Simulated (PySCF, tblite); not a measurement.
A set of runs on `C[C@@H]([SiH3])/C(C#N)=C/Br`; the geometry of each is named by its level. Settings lines and outputs come from a driver script.

Compound: C5H8BrNSi.
Numbering: `[CH3:1][C@@H:2]([SiH3:3])/[C:4]([C:5]#[N:6])=[CH:7]/[Br:8]` (hydrogens: H9, H10, H11 on C1; H12 on C2; H13, H14, H15 on Si3; H16 on C7)

Step 1: GFN2-xTB geometry optimisation, gas phase (tblite 0.8.0) (from a force-field or distance-geometry start)
```json
{"job": {"kind": "relax", "xc": "GFN2-xTB", "basis": "xTB"}, "charge": 0, "multiplicity": 1}
```
```
step      E/eV     max force
  0    -637.84826    2.050
  1    -637.95278    1.682
  2    -637.94921    4.153
...
 89    -638.22154    0.019
 90    -638.22159    0.040
 91    -638.22164    0.041
 92    -638.22167    0.022
 93    -638.22169    0.010
```

Energy lowered by 8.6 kcal/mol over 93 steps; largest atomic force 0.010 eV/Å at the end. «max force» is the largest atomic force in eV/Å.

Time: 0.45 s. Hardware: one thread, AMD EPYC 9R45 (x86_64), no GPU, shared host.

Step 2: GFN2-xTB harmonic vibrations, gas phase (tblite 0.8.0) (on the GFN2-xTB geometry)
```json
{"job": {"kind": "ir", "xc": "GFN2-xTB", "basis": "xTB"}, "charge": 0, "multiplicity": 1}
```
```
(table of modes left out)
```

42 modes from 34 to 3081 cm⁻¹ (unscaled, harmonic); zero-point energy 68.9 kcal/mol; all wavenumbers are real at this level.

Time: 0.4 s. Hardware: AMD EPYC 9R45, one thread, shared host with 96 logical CPUs at a one-minute load of 20.

Step 3: TDDFT CAM-B3LYP/def2-SVPD, vertical, gas phase, core orbitals frozen in the response (PySCF 2.14.0, density-fitted response routines) (on the GFN2-xTB geometry)
```json
{"job": {"kind": "uv", "xc": "CAM-B3LYP", "basis": "def2-SVPD", "nstates": 8, "ntriplets": 3}, "charge": 0, "multiplicity": 1}
```
```
...
Static polarisability (au): isotropic 113.180, principal 91.454 105.867 142.218
Singlet excitations
state   eV       nm        f      main configurations
  1   5.2965    234.1   0.33136   H->L 0.97
  2   5.7822    214.4   0.00042   H->L+1 0.80
  3   5.9161    209.6   0.00021   H-1->L 0.97
  4   6.4740    191.5   0.00497   H-2->L 0.40, H-4->L 0.37, H-6->L 0.11
  5   6.6708    185.9   0.00188   H-1->L+1 0.80, H-1->L+2 0.10
  6   6.7923    182.5   0.00231   H->L+4 0.34, H->L+3 0.24, H-2->L 0.09
  7   6.8995    179.7   0.01423   H-2->L 0.46, H-4->L 0.26, H-6->L 0.14
  8   6.9061    179.5   0.01090   H->L+2 0.74
Triplet excitations (Tamm-Dancoff, eV): 3.3301 5.2838 5.7817
```

HOMO -8.68 eV, LUMO -0.70 eV; lowest singlet 5.30 eV; lowest triplet 3.33 eV (Tamm–Dancoff); mean polarisability 113.2 au.

On an AMD EPYC 9R45 with one thread, no GPU, on a shared host, this took 43 s of wall time (with the writing of density and orbital grids) and 1.2 GiB of memory at its peak.

Geometry of the electronic-property runs (GFN2-xTB):
```
atom  x, y, z in Å
C1    -0.8860   -1.4962   -0.3768
C2    -0.4116   -0.0485   -0.4874
Si3   -1.4635    1.1237    0.6228
C4     1.0250    0.0838   -0.0947
C5     1.3942   -0.5000    1.1387
N6     1.6756   -0.9833    2.1392
C7     1.9192    0.7416   -0.8395
Br8    3.7205    1.0152   -0.3458
H9    -0.3028   -2.1473   -1.0278
H10   -0.7861   -1.8600    0.6436
H11   -1.9313   -1.5706   -0.6675
H12   -0.5074    0.2767   -1.5283
H13   -0.9387    2.4758    0.4319
H14   -2.8450    1.0213    0.1578
H15   -1.3301    0.6873    2.0086
H16    1.6602    1.1895   -1.7862
```

 (This holds for the electronic-property runs.)

One conformer stands for the species.
